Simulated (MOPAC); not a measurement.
Input file for MOPAC: AM1 on CH5BOS (SMILES CB(O)S), a point of a torsion scan.

```
AM1 1SCF PRECISE CHARGE=0 THREADS=1
CH5BOS

C     -0.73932272 1    -0.61602863 1    -0.07480584 1
B      0.36540052 1     0.52680846 1     0.02661384 1
O      0.11145440 1     1.83651311 1    -0.07858491 1
S      2.11109767 1     0.11005923 1     0.27861301 1
H     -0.57169458 1    -1.42463310 1     0.63315977 1
H     -1.74525895 1    -0.23364583 1     0.09115942 1
H     -0.72833970 1    -1.06532749 1    -1.06774414 1
H     -0.79337956 1     2.11616668 1    -0.21309398 1
H      1.96239773 1    -1.20885373 1     0.31497935 1
```

It printed:

```
*******************************************************************************
 **                                                                           **
 **                              MOPAC v23.2.5                                **
 **                                                                           **
 *******************************************************************************
 ** MOPAC's Digital Object Identifier: https://doi.org/10.5281/zenodo.6511958 **
 **                                                                           **
 ** Please cite the open-source release paper for use of this MOPAC version:  **
 ** J. E. Moussa and J. J. P. Stewart (2026)                                  **
 ** MOPAC: An open-source semiempirical molecular orbital program             **
 ** J. Open Source Softw., 11(119), 8025, https://doi.org/10.21105/joss.08025 **
 *******************************************************************************

                              AM1 CALCULATION RESULTS

 *******************************************************************************
 *  AM1        - The AM1 Hamiltonian to be used
 *
 *
 *
 *                 CHARGE ON SYSTEM = 0
 *
 *
 *
 *  PRECISE    - TIGHTER CRITERIA TO BE USED
 *  1SCF       - DO 1 SCF AND THEN STOP
 *  THREADS=1  - MULTI-THREADING NOT USED
 *  T=         - A TIME OF 172800.0 SECONDS REQUESTED
 *  DUMP=N     - RESTART FILE WRITTEN EVERY 7200.0 SECONDS REQUESTED
 *******************************************************************************
AM1 1SCF PRECISE CHARGE=0 THREADS=1
 CH5BOS

   ATOM   CHEMICAL          X               Y               Z
  NUMBER   SYMBOL      (ANGSTROMS)     (ANGSTROMS)     (ANGSTROMS)

     1       C         -0.73932272  *  -0.61602863  *  -0.07480584  *
     2       B          0.36540052  *   0.52680846  *   0.02661384  *
     3       O          0.11145440  *   1.83651311  *  -0.07858491  *
     4       S          2.11109767  *   0.11005923  *   0.27861301  *
     5       H         -0.57169458  *  -1.42463310  *   0.63315977  *
     6       H         -1.74525895  *  -0.23364583  *   0.09115942  *
     7       H         -0.72833970  *  -1.06532749  *  -1.06774414  *
     8       H         -0.79337956  *   2.11616668  *  -0.21309398  *
     9       H          1.96239773  *  -1.20885373  *   0.31497935  *



          CARTESIAN COORDINATES

    NO.       ATOM           X           Y           Z

     1         C         -0.7393     -0.6160     -0.0748
     2         B          0.3654      0.5268      0.0266
     3         O          0.1115      1.8365     -0.0786
     4         S          2.1111      0.1101      0.2786
     5         H         -0.5717     -1.4246      0.6332
     6         H         -1.7453     -0.2336      0.0912
     7         H         -0.7283     -1.0653     -1.0677
     8         H         -0.7934      2.1162     -0.2131
     9         H          1.9624     -1.2089      0.3150

  H: (AM1): M.J.S. DEWAR ET AL, J. AM. CHEM. SOC. 107 3902-3909 (1985)
  B: (AM1): M.J.S. DEWAR ET AL, ORGANOMETALLICS, 7, 513-521 (1988)
  C: (AM1): M.J.S. DEWAR ET AL, J. AM. CHEM. SOC. 107 3902-3909 (1985)
  O: (AM1): M.J.S. DEWAR ET AL, J. AM. CHEM. SOC. 107 3902-3909 (1985)
  S: (AM1): M.J.S. DEWAR, Y-C YUAN, INORGANIC CHEMISTRY, 29, 3881:3890,  (1990)

           Empirical Formula: C H5 O B S  =     9 atoms



      MOLECULAR POINT GROUP   :   C1


      RHF CALCULATION, NO. OF DOUBLY OCCUPIED LEVELS = 12


 -------------------------------------------------------------------------------
 AM1 1SCF PRECISE CHARGE=0 THREADS=1
 CH5BOS



     1SCF WAS SPECIFIED, SO BFGS WAS NOT USED
     SCF FIELD WAS ACHIEVED


                              AM1 CALCULATION
                                                       MOPAC v23.2.5 Linux




          FINAL HEAT OF FORMATION =        -96.57292 KCAL/MOL =    -404.06112 KJ/MOL


          COSMO AREA              =        111.34 SQUARE ANGSTROMS
          COSMO VOLUME            =         97.40 CUBIC ANGSTROMS

          IONIZATION POTENTIAL    =          9.514766 EV
          HOMO LUMO ENERGIES (EV) =         -9.515  0.535
          NO. OF FILLED LEVELS    =         12
          MOLECULAR WEIGHT        =         75.9199         POINT GROUP:  C1

          MOLECULAR DIMENSIONS (Angstroms)

            Atom       Atom       Distance
            H     9    H     8     4.35074
            H     6    S     4     3.18949
            H     5    H     7     1.63935


          SCF CALCULATIONS        =          1





   ATOM   CHEMICAL          X               Y               Z
  NUMBER   SYMBOL      (ANGSTROMS)     (ANGSTROMS)     (ANGSTROMS)

     1       C         -0.73932272  *  -0.61602863  *  -0.07480584  *
     2       B          0.36540052  *   0.52680846  *   0.02661384  *
     3       O          0.11145440  *   1.83651311  *  -0.07858491  *
     4       S          2.11109767  *   0.11005923  *   0.27861301  *
     5       H         -0.57169458  *  -1.42463310  *   0.63315977  *
     6       H         -1.74525895  *  -0.23364583  *   0.09115942  *
     7       H         -0.72833970  *  -1.06532749  *  -1.06774414  *
     8       H         -0.79337956  *   2.11616668  *  -0.21309398  *
     9       H          1.96239773  *  -1.20885373  *   0.31497935  *

                             CARTESIAN COORDINATES

   1    C       -0.739322720    -0.616028630    -0.074805840
   2    B        0.365400520     0.526808460     0.026613840
   3    O        0.111454400     1.836513110    -0.078584910
   4    S        2.111097670     0.110059230     0.278613010
   5    H       -0.571694580    -1.424633100     0.633159770
   6    H       -1.745258950    -0.233645830     0.091159420
   7    H       -0.728339700    -1.065327490    -1.067744140
   8    H       -0.793379560     2.116166680    -0.213093980
   9    H        1.962397730    -1.208853730     0.314979350


           Empirical Formula: C H5 O B S  =     9 atoms



      MOLECULAR POINT GROUP   :   C1


                  EIGENVALUES
 -38.13872 -30.18740 -22.43173 -18.92518 -16.78530 -14.99254 -14.77790 -13.71581
 -13.37175 -12.83597 -10.82970  -9.51477   0.53504   1.59709   1.86298   3.83116
   3.93402   4.36598   4.70202   4.90360   7.14657


              NET ATOMIC CHARGES AND DIPOLE CONTRIBUTIONS

  ATOM NO.   TYPE          CHARGE      No. of ELECS.   s-Pop       p-Pop
    1          C          -0.318862        4.3189     1.23853     3.08033
    2          B           0.112228        2.8878     1.17798     1.70979
    3          O          -0.287040        6.2870     1.82365     4.46339
    4          S          -0.038865        6.0389     1.87772     4.16115
    5          H           0.086531        0.9135     0.91347
    6          H           0.075970        0.9240     0.92403
    7          H           0.090539        0.9095     0.90946
    8          H           0.235268        0.7647     0.76473
    9          H           0.044232        0.9558     0.95577
 DIPOLE           X         Y         Z       TOTAL
 POINT-CHG.    -0.889    -0.331    -0.157     0.962
 HYBRID        -1.849    -0.990    -0.215     2.108
 SUM           -2.738    -1.322    -0.371     3.063


          ATOMIC ORBITAL ELECTRON POPULATIONS

     Atom    s        px        py        pz
    1  C   1.23853   1.01960   1.03019   1.03054
    2  B   1.17798   0.69480   0.66659   0.34840
    3  O   1.82365   1.33129   1.35307   1.77903
    4  S   1.87772   1.19440   1.08639   1.88036
    5  H   0.91347
    6  H   0.92403
    7  H   0.90946
    8  H   0.76473
    9  H   0.95577

 **********************
 *                    *
 * JOB ENDED NORMALLY *
 *                    *
 **********************




 == MOPAC DONE ==
```

The run finished.

Cost: roughly 0.020 core-seconds.
